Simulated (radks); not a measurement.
Task: These are the eigenvalues of the occupied orbitals of an atom or ion with whole-number occupations (eV). All-electron calculation, scalar-relativistic Kohn-Sham, BLYP, spin-polarised, spherical densities, point nucleus. Program: a radial shooting solver on a logarithmic mesh with Libxc functionals.

orbital  eigenvalue
1s up     -35822.33
1s down   -35822.28
2s up     -5633.425
2s down   -5633.400
2p up     -5055.467
2p down   -5055.425
3s up     -1184.295
3s down   -1184.252
3p up     -998.3487
3p down   -998.3000
3d up     -725.3476
3d down   -725.3007
4s up     -236.9685
4s down   -236.8703
4p up     -177.5019
4p down   -177.4019
4d up      -90.9788
4d down    -90.8426
5s up      -42.7923
5s down    -42.0814
5p up      -28.9098
5p down    -28.1920

Which element is it, and in what charge state? The configuration may be excited. Open shells, if any, are filled with parallel spins first.

Result: Z = 55, caesium, charge +2: Cs2+ in [Kr] 4d10 5s2 5p5. The list shows which subshells hold electrons but not how many an open one holds; the 1s level, -1316.4 hartree, gives Z - s = 51.3 by -(Z - s)^2/2, which with screening and relativity narrows Z to a few neighbours, and the depths of the outer levels then fix element, charge and occupations together.
